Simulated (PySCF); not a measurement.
## input.py for NaBe⁺

Input:

```python
from pyscf import gto, scf
from pyscf.geomopt.geometric_solver import optimize

mol = gto.M(
    atom='Na 0 0 0; Be 0 0 3.03',
    basis='x2c-tzvpall',
    charge=1,
    spin=0,
    verbose=4,
)
mf = scf.RHF(mol)
mf = mf.sfx2c1e()
mf.kernel()
mol_eq = optimize(mf, maxsteps=30)
print('optimised geometry (angstrom)')
print(mol_eq.tostring('raw'))
print('orbital energies (hartree):', mf.mo_energy[..., max(0, mol.nelec[1]-3):mol.nelec[0]+3].round(4))
```

```bash
$ OMP_NUM_THREADS=1 python input.py
```

It prints:

```
PySCF version 2.14.0

[INPUT] verbose = 4
[INPUT] num. atoms = 2
[INPUT] num. electrons = 14
[INPUT] charge = 1
[INPUT] spin (= nelec alpha-beta = 2S) = 0
[INPUT] symmetry False subgroup None
[INPUT] Mole.unit = angstrom
[INPUT] Symbol           X                Y                Z      unit          X                Y                Z       unit  Magmom
[INPUT]  1 Na     0.000000000000   0.000000000000   0.000000000000 AA    0.000000000000   0.000000000000   0.000000000000 Bohr   0.0
[INPUT]  2 Be     0.000000000000   0.000000000000   3.030000000000 AA    0.000000000000   0.000000000000   5.725870157432 Bohr   0.0

nuclear repulsion = 7.68442154471287
number of shells = 6
number of NR pGTOs = 81
number of NR cGTOs = 51
basis = x2c-tzvpall
ecp = {}

******** <class 'pyscf.x2c.sfx2c1e.sfX2C1eRHF'> ********
method = sfX2C1eRHF
initial guess = minao
damping factor = 0
level_shift factor = 0
DIIS = <class 'pyscf.scf.diis.CDIIS'>
diis_start_cycle = 1
diis_space = 8
diis_damp = 0
SCF conv_tol = 1e-09
SCF conv_tol_grad = None
SCF max_cycles = 50
direct_scf = True
direct_scf_tol = 1e-13

******** <class 'pyscf.x2c.sfx2c1e.SpinFreeX2CHelper'> ********
approx = 1e
xuncontract = 1
Set gradient conv threshold to 3.16228e-05
Initial guess from minao.
init E= -176.629288161132
  HOMO = -0.334795455872299  LUMO = -0.0579677354804495  gap/eV = 7.53287
cycle= 1 E= -176.460445818348  delta_E= 0.169  |g|= 0.07  |ddm|= 0.834
  HOMO = -0.49501814035308  LUMO = -0.169685676084428  gap/eV = 8.85275
cycle= 2 E= -176.466957392901  delta_E= -0.00651  |g|= 0.0297  |ddm|= 0.143
  HOMO = -0.490366469928933  LUMO = -0.161647020808467  gap/eV = 8.94491
cycle= 3 E= -176.467554906685  delta_E= -0.000598  |g|= 0.00941  |ddm|= 0.0442
  HOMO = -0.488675122941432  LUMO = -0.159061381666108  gap/eV = 8.96925
cycle= 4 E= -176.467611337014  delta_E= -5.64e-05  |g|= 0.00129  |ddm|= 0.0194
  HOMO = -0.488685090628722  LUMO = -0.15917724090494  gap/eV = 8.96637
cycle= 5 E= -176.467611684715  delta_E= -3.48e-07  |g|= 0.000178  |ddm|= 0.0022
  HOMO = -0.488684310688966  LUMO = -0.159163709679584  gap/eV = 8.96671
cycle= 6 E= -176.467611706992  delta_E= -2.23e-08  |g|= 3.4e-05  |ddm|= 0.000605
  HOMO = -0.488684611356186  LUMO = -0.159164768029671  gap/eV = 8.96669
cycle= 7 E= -176.467611708108  delta_E= -1.12e-09  |g|= 5.27e-06  |ddm|= 0.00015
  HOMO = -0.488683952594956  LUMO = -0.159164935533155  gap/eV = 8.96667
cycle= 8 E= -176.467611708132  delta_E= -2.35e-11  |g|= 4.44e-07  |ddm|= 3.13e-05
  HOMO = -0.488683966541863  LUMO = -0.159164948695529  gap/eV = 8.96667
Extra cycle  E= -176.467611708132  delta_E= -2.56e-13  |g|= 1.48e-07  |ddm|= 2.02e-06
converged SCF energy = -176.467611708132
Create scanner for <class 'pyscf.grad.rhf.Gradients'>
Create scanner for <class 'pyscf.x2c.sfx2c1e.sfX2C1eRHF'>
input.py

Current date and time:

#|     Arguments passed to driver run_optimizer():      |#
customengine              <pyscf.geomopt.geometric_solver.PySCFEngine object>
logIni                    <dir>
maxiter                   30
----------------------------------------------------------
Custom engine selected.
Bonds will be generated from interatomic distances less than 1.20 times sum of covalent radii
Creating artificial bond to isolated atom: 1-2
Creating artificial bond to isolated atom: 2-1
6 internal coordinates being used (instead of 6 Cartesians)
Internal coordinate system (atoms numbered from 1):
Distance 1-2
Translation-X 1-2
Translation-Y 1-2
Translation-Z 1-2
Rotation-A 1-2
Rotation-B 1-2
Rotation-C 1-2
<class 'geometric.internal.Distance'> : 1
<class 'geometric.internal.TranslationX'> : 1
<class 'geometric.internal.TranslationY'> : 1
<class 'geometric.internal.TranslationZ'> : 1
<class 'geometric.internal.RotationA'> : 1
<class 'geometric.internal.RotationB'> : 1
<class 'geometric.internal.RotationC'> : 1
> ===== Optimization Info: ====
> Job type: Energy minimization
> Maximum number of optimization cycles: 30
> Initial / maximum trust radius (Angstrom): 0.100 / 0.300
> Convergence Criteria:
> Will converge when all 5 criteria are reached:
>  |Delta-E| < 1.00e-06
>  RMS-Grad  < 3.00e-04
>  Max-Grad  < 4.50e-04
>  RMS-Disp  < 1.20e-03
>  Max-Disp  < 1.80e-03
> === End Optimization Info ===

Geometry optimization cycle 1
Cartesian coordinates (Angstrom)
 Atom        New coordinates             dX        dY        dZ
  Na   0.000000   0.000000   0.000000    0.000000  0.000000  0.000000
  Be   0.000000   0.000000   3.030000    0.000000  0.000000  0.000000

WARN: Mole.unit (angstrom) is changed to Bohr

New geometry
   1 Na     0.000000000000   0.000000000000   0.000000000000 AA    0.000000000000   0.000000000000   0.000000000000 Bohr
   2 Be     0.000000000000   0.000000000000   3.030000000000 AA    0.000000000000   0.000000000000   5.725870157432 Bohr

******** <class 'pyscf.scf.hf.sfX2C1eRHF_Scanner'> ********
method = sfX2C1eRHF_Scanner
initial guess = minao
damping factor = 0
level_shift factor = 0
DIIS = <class 'pyscf.scf.diis.CDIIS'>
diis_start_cycle = 1
diis_space = 8
diis_damp = 0
SCF conv_tol = 1e-09
SCF conv_tol_grad = None
SCF max_cycles = 50
direct_scf = True
direct_scf_tol = 1e-13

******** <class 'pyscf.x2c.sfx2c1e.SpinFreeX2CHelper'> ********
approx = 1e
xuncontract = 1
Set gradient conv threshold to 3.16228e-05
init E= -176.467611708132
  HOMO = -0.488683956467988  LUMO = -0.159164955865934  gap/eV = 8.96667
cycle= 1 E= -176.467611708132  delta_E= -2.84e-14  |g|= 5.36e-08  |ddm|= 6.65e-07
  HOMO = -0.488683952329648  LUMO = -0.159164958471452  gap/eV = 8.96667
Extra cycle  E= -176.467611708132  delta_E= -5.68e-14  |g|= 2e-08  |ddm|= 2.34e-07
converged SCF energy = -176.467611708132

******** <class 'pyscf.grad.rhf.Gradients_Scanner'> for <class 'pyscf.scf.hf.sfX2C1eRHF_Scanner'> ********
unit = Eh/Bohr
--------------- sfX2C1eRHF_Scanner gradients ---------------
         x                y                z
0 Na     0.0000000000     0.0000000000     0.0004556387
1 Be    -0.0000000000    -0.0000000000    -0.0004556387
----------------------------------------------
cycle 1: E = -176.467611708  dE = -176.468  norm(grad) = 0.00064437
Step    0 : Gradient = 4.556e-04/4.556e-04 (rms/max) Energy = -176.4676117081
Hessian Eigenvalues: 5.00000e-02 5.00000e-02 5.00000e-02 ... 5.00000e-02 5.00000e-02 1.00000e-01

Geometry optimization cycle 2
Cartesian coordinates (Angstrom)
 Atom        New coordinates             dX        dY        dZ
  Na  -0.000000  -0.000000  -0.001206   -0.000000 -0.000000 -0.001206
  Be   0.000000   0.000000   3.031206    0.000000  0.000000  0.001206
New geometry
   1 Na    -0.000000000010  -0.000000000012  -0.001205567960 AA   -0.000000000018  -0.000000000022  -0.002278193270 Bohr
   2 Be     0.000000000010   0.000000000012   3.031205567960 AA    0.000000000018   0.000000000022   5.728148350702 Bohr

******** <class 'pyscf.scf.hf.sfX2C1eRHF_Scanner'> ********
method = sfX2C1eRHF_Scanner
initial guess = minao
damping factor = 0
level_shift factor = 0
DIIS = <class 'pyscf.scf.diis.CDIIS'>
diis_start_cycle = 1
diis_space = 8
diis_damp = 0
SCF conv_tol = 1e-09
SCF conv_tol_grad = None
SCF max_cycles = 50
direct_scf = True
direct_scf_tol = 1e-13

******** <class 'pyscf.x2c.sfx2c1e.SpinFreeX2CHelper'> ********
approx = 1e
xuncontract = 1
Set gradient conv threshold to 3.16228e-05
init E= -176.467425697756
  HOMO = -0.488626509194337  LUMO = -0.159238356237144  gap/eV = 8.96311
cycle= 1 E= -176.467613683039  delta_E= -0.000188  |g|= 5.62e-05  |ddm|= 0.000522
  HOMO = -0.488559597198615  LUMO = -0.159175791176238  gap/eV = 8.96299
cycle= 2 E= -176.467613685818  delta_E= -2.78e-09  |g|= 2.02e-05  |ddm|= 0.000174
  HOMO = -0.488565668331498  LUMO = -0.159180509790247  gap/eV = 8.96303
cycle= 3 E= -176.467613686073  delta_E= -2.55e-10  |g|= 4.71e-06  |ddm|= 6.08e-05
  HOMO = -0.488566045591985  LUMO = -0.159181129880802  gap/eV = 8.96302
Extra cycle  E= -176.467613686082  delta_E= -9.32e-12  |g|= 1.53e-06  |ddm|= 1.09e-05
converged SCF energy = -176.467613686082

******** <class 'pyscf.grad.rhf.Gradients_Scanner'> for <class 'pyscf.scf.hf.sfX2C1eRHF_Scanner'> ********
unit = Eh/Bohr
--------------- sfX2C1eRHF_Scanner gradients ---------------
         x                y                z
0 Na    -0.0000000000    -0.0000000000     0.0004125992
1 Be     0.0000000000     0.0000000000    -0.0004125992
----------------------------------------------
cycle 2: E = -176.467613686  dE = -1.97795e-06  norm(grad) = 0.000583503
Step    1 : Displace = 1.206e-03/1.206e-03 (rms/max) Trust = 1.000e-01 (=) Grad = 4.126e-04/4.126e-04 (rms/max) E (change) = -176.4676136861 (-1.978e-06) Quality = 1.905
Hessian Eigenvalues: 9.44596e-03 5.00000e-02 5.00000e-02 ... 5.00000e-02 5.00000e-02 5.00000e-02

Geometry optimization cycle 3
Cartesian coordinates (Angstrom)
 Atom        New coordinates             dX        dY        dZ
  Na   0.000000   0.000000  -0.012763    0.000000  0.000000 -0.011557
  Be  -0.000000  -0.000000   3.042763   -0.000000 -0.000000  0.011557
New geometry
   1 Na     0.000000000092   0.000000000093  -0.012762795919 AA    0.000000000174   0.000000000176  -0.024118188870 Bohr
   2 Be    -0.000000000092  -0.000000000093   3.042762795919 AA   -0.000000000174  -0.000000000176   5.749988346302 Bohr

******** <class 'pyscf.scf.hf.sfX2C1eRHF_Scanner'> ********
method = sfX2C1eRHF_Scanner
initial guess = minao
damping factor = 0
level_shift factor = 0
DIIS = <class 'pyscf.scf.diis.CDIIS'>
diis_start_cycle = 1
diis_space = 8
diis_damp = 0
SCF conv_tol = 1e-09
SCF conv_tol_grad = None
SCF max_cycles = 50
direct_scf = True
direct_scf_tol = 1e-13

******** <class 'pyscf.x2c.sfx2c1e.SpinFreeX2CHelper'> ********
approx = 1e
xuncontract = 1
Set gradient conv threshold to 3.16228e-05
init E= -176.465831592986
  HOMO = -0.488020053600587  LUMO = -0.159884103073144  gap/eV = 8.92903
cycle= 1 E= -176.467622681326  delta_E= -0.00179  |g|= 0.000535  |ddm|= 0.00499
  HOMO = -0.487377873405879  LUMO = -0.159287593368615  gap/eV = 8.92779
cycle= 2 E= -176.467622934356  delta_E= -2.53e-07  |g|= 0.000192  |ddm|= 0.00167
  HOMO = -0.487435651639518  LUMO = -0.159332521412938  gap/eV = 8.92814
cycle= 3 E= -176.467622957628  delta_E= -2.33e-08  |g|= 4.48e-05  |ddm|= 0.000585
  HOMO = -0.48744259324288  LUMO = -0.159341371139616  gap/eV = 8.92809
cycle= 4 E= -176.467622958559  delta_E= -9.31e-10  |g|= 7.92e-06  |ddm|= 0.000143
  HOMO = -0.487441162752169  LUMO = -0.159341024816962  gap/eV = 8.92806
Extra cycle  E= -176.467622958576  delta_E= -1.79e-11  |g|= 2.43e-06  |ddm|= 1.64e-05
converged SCF energy = -176.467622958576

******** <class 'pyscf.grad.rhf.Gradients_Scanner'> for <class 'pyscf.scf.hf.sfX2C1eRHF_Scanner'> ********
unit = Eh/Bohr
--------------- sfX2C1eRHF_Scanner gradients ---------------
         x                y                z
0 Na     0.0000000000    -0.0000000000     0.0000166584
1 Be    -0.0000000000     0.0000000000    -0.0000166584
----------------------------------------------
cycle 3: E = -176.467622959  dE = -9.27249e-06  norm(grad) = 2.35585e-05
Step    2 : Displace = 1.156e-02/1.156e-02 (rms/max) Trust = 1.414e-01 (+) Grad = 1.666e-05/1.666e-05 (rms/max) E (change) = -176.4676229586 (-9.272e-06) Quality = 1.029
Hessian Eigenvalues: 9.06458e-03 5.00000e-02 5.00000e-02 ... 5.00000e-02 5.00000e-02 5.00000e-02

Geometry optimization cycle 4
Cartesian coordinates (Angstrom)
 Atom        New coordinates             dX        dY        dZ
  Na   0.000000   0.000000  -0.013249   -0.000000  0.000000 -0.000486
  Be  -0.000000  -0.000000   3.043249    0.000000 -0.000000  0.000486
New geometry
   1 Na     0.000000000092   0.000000000107  -0.013249042006 AA    0.000000000173   0.000000000202  -0.025037060804 Bohr
   2 Be    -0.000000000092  -0.000000000107   3.043249042006 AA   -0.000000000173  -0.000000000202   5.750907218237 Bohr

******** <class 'pyscf.scf.hf.sfX2C1eRHF_Scanner'> ********
method = sfX2C1eRHF_Scanner
initial guess = minao
damping factor = 0
level_shift factor = 0
DIIS = <class 'pyscf.scf.diis.CDIIS'>
diis_start_cycle = 1
diis_space = 8
diis_damp = 0
SCF conv_tol = 1e-09
SCF conv_tol_grad = None
SCF max_cycles = 50
direct_scf = True
direct_scf_tol = 1e-13

******** <class 'pyscf.x2c.sfx2c1e.SpinFreeX2CHelper'> ********
approx = 1e
xuncontract = 1
Set gradient conv threshold to 3.16228e-05
init E= -176.467548009139
  HOMO = -0.487417877234867  LUMO = -0.159370479366651  gap/eV = 8.92662
cycle= 1 E= -176.4676229739  delta_E= -7.5e-05  |g|= 2.23e-05  |ddm|= 0.00021
  HOMO = -0.48739097263695  LUMO = -0.159345647285011  gap/eV = 8.92657
cycle= 2 E= -176.467622974346  delta_E= -4.46e-10  |g|= 8.06e-06  |ddm|= 7.03e-05
  HOMO = -0.487392968039505  LUMO = -0.15934723500204  gap/eV = 8.92658
Extra cycle  E= -176.467622974385  delta_E= -3.91e-11  |g|= 2.64e-06  |ddm|= 2.08e-05
converged SCF energy = -176.467622974385

******** <class 'pyscf.grad.rhf.Gradients_Scanner'> for <class 'pyscf.scf.hf.sfX2C1eRHF_Scanner'> ********
unit = Eh/Bohr
--------------- sfX2C1eRHF_Scanner gradients ---------------
         x                y                z
0 Na     0.0000000000     0.0000000000     0.0000004697
1 Be    -0.0000000000    -0.0000000000    -0.0000004697
----------------------------------------------
cycle 4: E = -176.467622974  dE = -1.58087e-08  norm(grad) = 6.64279e-07
Step    3 : Displace = 4.862e-04/4.862e-04 (rms/max) Trust = 2.000e-01 (+) Grad = 4.697e-07/4.697e-07 (rms/max) E (change) = -176.4676229744 (-1.581e-08) Quality = 1.033
Hessian Eigenvalues: 9.06458e-03 5.00000e-02 5.00000e-02 ... 5.00000e-02 5.00000e-02 5.00000e-02
Converged! =D

    #| If this code has benefited your research, please support us by citing: |#
    #| Wang, L.-P.; Song, C.C. (2016) "Geometry optimization made simple with |#
    #| translation and rotation coordinates", J. Chem, Phys. 144, 214108.     |#
    #|                                     |#
optimised geometry (angstrom)
Na          0.00000000        0.00000000       -0.01324904
Be         -0.00000000       -0.00000000        3.04324904
orbital energies (hartree): [-1.7541 -1.7539 -0.4887 -0.1592 -0.1169 -0.1169]
```

In short: E(SCF) = -176.467612 Eh, 8 cycles, all at the start geometry; optimised bond 3.056 Å with E = -176.467623 Eh after 4 steps.

It ran on Arm Neoverse V1 (1 thread, shared host) in 4.3 s, peak memory 0.17 GiB.

The last line lists the levels of the start geometry. Stability towards an unrestricted solution was not tested.
